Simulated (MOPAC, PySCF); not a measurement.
H₂F₂Ge, SMILES `[GeH2]([F])[F]`, neutral singlet in the gas phase. 

Cartesian coordinates (Å):
```xyz
5

F      1.4800     0.7993     0.0274
Ge    -0.0121    -0.1112     0.0101
F     -1.2757     1.0788    -0.1975
H     -0.0015    -1.0135    -1.2420
H     -0.1908    -0.7534     1.4020
```
Charge 0, spin multiplicity 1.

All levels are single points at this geometry (PBE-D3(BJ)/def2-SVP); Pople sets use spherical d functions. Orbital energies aren't observables, and empty levels follow the basis.

HF/STO-3G in PySCF gives gap (eV) = 21.68.

**Question.** Estimate the gap (eV) from each of these levels: PBE-D3(BJ)/def2-TZVP in PySCF; PBE/6-31G* in PySCF; HF/3-21G in PySCF; PM6 in MOPAC; PM7 in MOPAC.

**Answer.** 
| level | gap (eV) |
|---|---|
| PBE-D3(BJ)/def2-TZVP in PySCF | 7.45 |
| PBE/6-31G* in PySCF | 7.42 |
| HF/3-21G in PySCF | 17.61 |
| PM6 in MOPAC | 12.38 |
| PM7 in MOPAC | 10.76 |
